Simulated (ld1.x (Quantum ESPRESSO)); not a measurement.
# potassium (K): excitation energies, all-electron against TM

```json
{
  "Element": "potassium (K)",
  "Generator": "ld1.x (Quantum ESPRESSO) 7.5",
  "Type": "norm-conserving Troullier–Martins (Kleinman–Bylander form)",
  "Functional": "PBE",
  "Relativity": "fully relativistic",
  "Frozen core": "[Ne]",
  "Valence charge": "9",
  "Reference configuration": "3s2 3p6 3d0 4s0 4p0 (charge +1)",
  "Partial waves": "3p (bound): rc 2.25 bohr; 3d (bound, empty): rc 4.20 bohr; 3s (bound): rc 1.35 bohr",
  "Local potential": "the s channel",
  "Core correction": "none"
}
```

Open shells are filled in proportion to 2j + 1 (rel_dist='average').

Energies are relative to the spin-unpolarised reference configuration 3s2 3p6 3d0 4s0 4p0; without spin polarisation the order of configurations can differ from experiment.

```tsv
valence configuration	charge	ΔE all-electron (eV)	error AE − PS (meV)
3s2 3p6 3d0 4s1 4p0	0	-4.314	+19
3s2 3p6 3d0 4s0.5 4p0	+0.5	-2.673	+14
3s2 3p6 3d0 4s0 4p1	0	-2.761	+2.1
3s2 3p6 3d0.5 4s0.5 4p0	0	-3.096	+12
3s2 3p6 3d1 4s0 4p0	0	-1.858	+3.6
3s1 3p6 3d0 4s1 4p0	+1	37.679	+80
3s2 3p5 3d0 4s1 4p0	+1	20.616	+81
```

Levels in the configuration 3s2 3p6 3d0 4s0.5 4p0:

```tsv
level	all-electron (eV)	pseudo (eV)
3s j=1/2	-38.160	-38.140
3p j=1/2	-21.798	-21.778
3p j=3/2	-21.531	-21.511
4s j=1/2	-4.283	-4.302
```
